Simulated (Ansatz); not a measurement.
Reactions of `[F][Ga]([SiH3])[Cl]`.

Program: Ansatz. Geometries: PBE0-D4/def2-TZVP. ΔE: electronic, gas phase. CCSD(T)/CBS adds triple-zeta CCSD(T) − MP2 to the extrapolated MP2 energy (def2 sets, frozen cores). This one scheme is used for every species. Elements past krypton have def2 core potentials. For Ga, Ge, In outer-core shells are correlated without core-valence functions, which leaves a few kJ/mol of doubt a bond. Scalar relativity is left out up to krypton. One conformer a species, not always the lowest.

(1) Order these by ΔE at CCSD(T)/CBS, lowest first. (An estimate is asked.)
A. `[F][Ga]([SiH3])[Cl]` + `C#C` → `C#[C][Ga]([F])[Cl]` + SiH₄
B. `[F][Ga]([SiH3])[Cl]` + `O=C(S)[NH][GeH3]` → `O=C(S)N[SiH3]` + `[F][Ga]([Cl])[GeH3]`
C. `[F][Ga]([SiH3])[Cl]` + `[OH][In]([SH])[Cl]` → `[SiH3][O][In]([SH])[Cl]` + `[F][GaH][Cl]`
D. `[F][Ga]([SiH3])[Cl]` + `N=[C]1[CH2][GeH2]1` → `[SiH3]/N=[C]1/[CH2][GeH2]1` + `[F][GaH][Cl]`
E. `[F][Ga]([SiH3])[Cl]` + `CN[SiH](S)Cl` → `CN[SiH]([SiH3])Cl` + `[F][Ga]([SH])[Cl]`
F. `[F][Ga]([SiH3])[Cl]` + `N[SiH2]CCF` → `N[SiH2][Ga]([F])[SiH3]` + `FCCCl`
G. `[F][Ga]([SiH3])[Cl]` + H₂S → `[F][Ga]([SH])[Cl]` + SiH₄
H. `[F][Ga]([SiH3])[Cl]` + `CC(C)(C)[O][AlH2]` → `CC(C)(C)[O][Ga]([F])[Cl]` + `[AlH2][SiH3]`

Largest T1 diagnostic: 0.015, for `O=C(S)N[SiH3]`.

Results:

(1) C (-0.73 eV), G (-0.57 eV), B (-0.48 eV), D (-0.22 eV), A (-0.02 eV), E (+0.16 eV), H (+1.18 eV), F (+1.87 eV).
